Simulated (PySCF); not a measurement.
Compound: C7H13Al.
Numbering: `[CH2:1]=[CH:2][CH2:3][C@H:4]1[CH2:5][CH2:6][CH2:7][AlH:8]1` (hydrogens: H9, H10 on C1; H11 on C2; H12, H13 on C3; H14 on C4; H15, H16 on C5; H17, H18 on C6; H19, H20 on C7; H21 on Al8)

A GFN2-xTB structure was refined with PySCF 2.14.0, PBE0-D3(BJ)/def2-SVP geometry optimisation, gas phase. Its GFN2-xTB values:

| coordinate | GFN2-xTB |
| --- | --- |
| C1=C2 | 1.305 Å |
| C2–C3 | 1.495 Å |
| C2–H11 | 1.086 Å |
| C3–C4 | 1.511 Å |
| C3–H13 | 1.094 Å |
| C4–Al8 | 2.038 Å |
| C4–H14 | 1.118 Å |
| C5–C6 | 1.548 Å |
| C5–H15 | 1.099 Å |
| C5–H16 | 1.092 Å |
| C6–C7 | 1.531 Å |
| C6–H17 | 1.093 Å |
| C6–H18 | 1.086 Å |
| C7–Al8 | 2.005 Å |
| C7–H20 | 1.089 Å |
| Al8–H21 | 1.560 Å |
| C1–C2–C3 | 121.8° |
| C2–C3–C4 | 109.6° |
| C3–C4–Al8 | 108.7° |
| C4–C5–C6 | 111.6° |
| C4–Al8–C7 | 95.8° |
| C5–C4–Al8 | 98.5° |
| C5–C6–C7 | 111.6° |
| C6–C7–Al8 | 99.7° |
| C1–C2–C3–C4 | -67° |
| C2–C3–C4–C5 | -85° |
| C4–C5–C6–C7 | 56° |
| C5–C6–C7–Al8 | -38° |

Question: How do these coordinates change at the PBE0-D3(BJ)/def2-SVP level?

Answer: 
```tsv
coordinate	PBE0-D3(BJ)/def2-SVP (Å or °)	change
C1=C2	1.348	+0.043
C3–C4	1.550	+0.039
Al8–H21	1.596	+0.036
C4–Al8	2.008	-0.030
C7–Al8	1.977	-0.028
C6–H18	1.105	+0.019
C4–H14	1.100	-0.018
C5–H16	1.106	+0.014
C7–H20	1.101	+0.012
C6–H17	1.104	+0.011
C2–C3	1.506	+0.011
C2–H11	1.097	+0.011
C5–C6	1.539	-0.009
C5–H15	1.107	+0.008
C3–H13	1.102	+0.008
C6–C7	1.538	+0.007
C3–C4–Al8	102.1	-6.6
C6–C7–Al8	102.4	+2.7
C5–C4–Al8	100.6	+2.1
C1–C2–C3	123.9	+2.1
C4–C5–C6	112.9	+1.3
C4–Al8–C7	95.2	-0.6
C2–C3–C4	109.2	-0.4
C5–C6–C7	111.3	-0.3
C1–C2–C3–C4	-80	-13
C4–C5–C6–C7	49	-7
C5–C6–C7–Al8	-34	+4
C2–C3–C4–C5	-89	-4
```

The energy falls by 5.9 kcal/mol over 9 energy and gradient evaluations, the largest force component goes from 0.0552 to 3.0e-04 Eh/bohr, and the atoms move by 0.196 Å rms after alignment. The bond that changes most is C1=C2 (terminal =CH2 carbon to alkene CH carbon), which lengthens by 0.043 Å. Bonds longer at the end by more than 0.005 Å: 12 of 21; shorter: 6. Among the dihedrals that turn most is H11–C2–C3–H12, from -12° to -31°. Rotational constants go from 2304, 1683, 1373 to 2416, 1623, 1331 MHz.

The run used 181 basis functions and 60 SCF cycles in all. The run took 2.3 min on one thread, Arm Neoverse V2 (aarch64), no GPU (shared host), and the process peaked at 0.95 GiB of memory.

PBE0-D3(BJ)/def2-SVP frequencies: not computed here. The numbers are those of one conformer.
